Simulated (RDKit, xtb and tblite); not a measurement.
Conformational energy of C11H10S, SMILES s1cc(cc1)Cc1ccccc1. Scanned: dihedral C3–C4–C5–C6 and dihedral C4–C5–C6–C7; all other coordinates were relaxed at GFN2-xTB. Points at φ and −φ are mirror images. Heavy atoms are numbered in the order of the SMILES c1ccc(Cc2ccsc2)cc1, hydrogens after them in the order of the atoms that carry them; the mirror image has the same energies with the sign of each dihedral reversed.

Methods: GFN2-xTB (xtb and tblite); MMFF94 // GFN2-xTB (RDKit); UFF // GFN2-xTB (RDKit).

Energies in kJ/mol at chosen points (x: dihedral C3–C4–C5–C6 (°); y: dihedral C4–C5–C6–C7 (°)), relative to x = -90, y = -90:

```tsv
method	(120, 90)	(90, 0)	(-120, 120)	(150, 150)	(120, 30)	(-90, -90)	(-120, -30)
GFN2-xTB	1.2	2.8	8.3	4.9	9.8	0.0	9.8
MMFF94	6.0	10.8	19.4	22.9	27.3	0.0	27.3
UFF	4.3	9.9	18.8	18.3	23.6	0.0	23.6
```
